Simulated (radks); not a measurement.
Task: The mean radii <r> (bohr) of the occupied orbitals of an atom or ion are listed with their occupations. All-electron calculation, non-relativistic Kohn-Sham, PBE, spin-polarised, spherical densities, point nucleus. Program: a radial shooting solver on a logarithmic mesh with Libxc functionals.

orbital  occ.      <r>
1s          2  0.08155
2s          2   0.3900
2p          6   0.3513
3s          2    1.273
3p          6    1.427

Name the element and its charge. Open shells, if any, are filled with parallel spins first.

Result: Z = 19, potassium, charge +1: K+ in [Ar]. The 1s radius gives Z: for a bare nucleus <r> = 1.5/Z, 0.07895 bohr for Z = 19, and screening makes it slightly larger (0.08155 here). The occupations add up to 18, and the charge is Z minus that.
